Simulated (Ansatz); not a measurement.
Mulliken charges of `C[Si](O)(O)Cl` from B3LYP/def2-TZVPP in Ansatz (PBE0-D4/def2-TZVP geometry).

```
atom   x (Å)   y (Å)   z (Å)  charge (e)
  C1  -0.683  -1.241   0.045      -0.387
 Si2   0.139   0.399  -0.087       0.742
  O3   1.063   0.786   1.207      -0.390
  O4   1.074   0.372  -1.419      -0.387
 Cl5  -1.300   1.881  -0.239      -0.289
  H6  -1.361  -1.267   0.899       0.100
  H7   0.069  -2.023   0.173       0.111
  H8  -1.256  -1.456  -0.859       0.113
  H9   0.687   1.379   1.858       0.193
 H10   1.650   1.121  -1.577       0.193
```

Problem. By hand: the dipole of these point charges (1 e Å = 4.8032 D).

Solution. Σ q r = (0.094, -0.251, 0.132) e Å, of length 0.299 e Å = 1.44 D.

Problem. How does the dipole of the full density compare? (Best estimate.)

Solution. Computed: (0.069, 0.030, 0.183) e Å, 0.95 D; the point charges give 1.52 times that, at 67° from its direction.

Point charges leave out the atoms' own dipoles, such as those of lone pairs, and Mulliken's split depends on the basis, so the two needn't agree.

B3LYP here is the variant with VWN-RPA as its local correlation; programs differ in this.
